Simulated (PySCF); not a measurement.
SMILES B1C=CC=CN1, C₄H₆BN

Cartesian coordinates in Å; atom numbers follow the order of the lines, from 1:
```xyz
12

B     1.2075    0.7350   -0.0373
C    -0.1338    1.4363    0.0037
C    -1.2683    0.6753   -0.0001
C    -1.2213   -0.7453   -0.0410
C    -0.0241   -1.3852   -0.0781
N     1.1401   -0.6899   -0.0767
H     2.2905    1.2489   -0.0395
H    -0.2393    2.5167    0.0359
H    -2.2500    1.1437    0.0285
H    -2.1347   -1.3271   -0.0431
H     0.0442   -2.4675   -0.1099
H     1.9813   -1.2396   -0.1058
```

Computed with UKS BHandHLYP/def2-SVP four-point reorganisation energy, gas phase (PySCF). Geometry: BHandHLYP/def2-SVP.

(1) What is the inner reorganisation energy for hole transfer, with the ionisation energy?

Results:

(1) λ = 0.214 (surface of the oxidised species) + 0.209 (surface of the starting species) = 0.423 eV. The ionisation energy is 8.29 eV vertical and 8.08 eV adiabatic without zero-point energy; at the relaxed geometry of the oxidised species the two energies differ by 7.87 eV. Largest bond changes: C4–C5 1.358 → 1.422 Å, C5–N6 1.356 → 1.312 Å, C3–C4 1.422 → 1.387 Å, B1–C2 1.514 → 1.549 Å, N6–B1 1.427 → 1.461 Å. ⟨S²⟩ of the relaxed oxidised species 0.790.
